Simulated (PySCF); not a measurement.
**Dipole moment and polarisability of 2-fluoropyrimidine**

Species: 2-fluoropyrimidine, C4H3FN2.
Numbering: `[F:1][c:2]1[n:3][cH:4][cH:5][cH:6][n:7]1` (hydrogens: H8 on C4; H9 on C5; H10 on C6)

Structure used (GFN2-xTB), in Å, numbered top down from 1:
```xyz
10
C4H3FN2 angstrom
F      2.7915   -0.0423   -0.1655
C      1.4689   -0.0221   -0.0886
N      0.8739   -1.1944   -0.0883
C     -0.4472   -1.1715   -0.0107
C     -1.1585    0.0182    0.0654
C     -0.4072    1.1855    0.0560
N      0.9138    1.1679   -0.0224
H     -0.9331   -2.1379   -0.0099
H     -2.2333    0.0348    0.1293
H     -0.8599    2.1664    0.1122
```

Level: PBE0/def2-SVPD (PySCF), static field, nuclei fixed, core orbitals frozen in the response. The polarisability tensor in these axes (au):

```
x   69.63 -0.05 -2.02
y   -0.05 63.34  0.83
z   -2.02  0.83 35.04
```

Question: Give the principal values, the mean and the anisotropy Δα = √{½[(α1 − α2)² + (α2 − α3)² + (α1 − α3)²]}.

Answer: Principal values 34.89, 63.36 and 69.75 au; mean 56.00 au = 8.30 Å³ = 9.23 × 10⁻⁴⁰ C²·m²/J; Δα = 32.14 au (57 % of the mean).

Question: What is the dipole moment, and where does it point?

Answer: (-3.89, 0.06, 0.23) D, 3.90 D in size, pointing from the negative to the positive side. Measured along this direction, the outermost atoms are F1 at the negative end and H9 at the positive end.

Question: Refractivity n − 1 of an ideal gas of it at 298.15 K and 1 atm, from the electronic α?

Answer: N = p/kT = 2.4615 × 10¹⁹ cm⁻³, so n − 1 = 2π × N × 8.30 × 10⁻²⁴ cm³ = 1283 × 10⁻⁶ at long wavelengths.

Question: Directions of the eigenvectors, and the extent of the frame along each?

Answer: Largest value along (1.00, -0.02, -0.06), where the nuclei span 5.03 Å; middle along (0.02, 1.00, 0.03), 4.31 Å; least along (0.06, -0.03, 1.00), 0.00 Å. The response follows the extents in order.

Question: Estimate the molar refractivity from the static electronic polarisability.

Answer: Lorentz–Lorenz: R = (4π/3)N_A α = 2.5225 cm³/(mol·Å³) × 8.30 Å³ = 20.9 cm³/mol, in the limit of long wavelengths.

Isolated species at its GFN2-xTB geometry, gas phase.
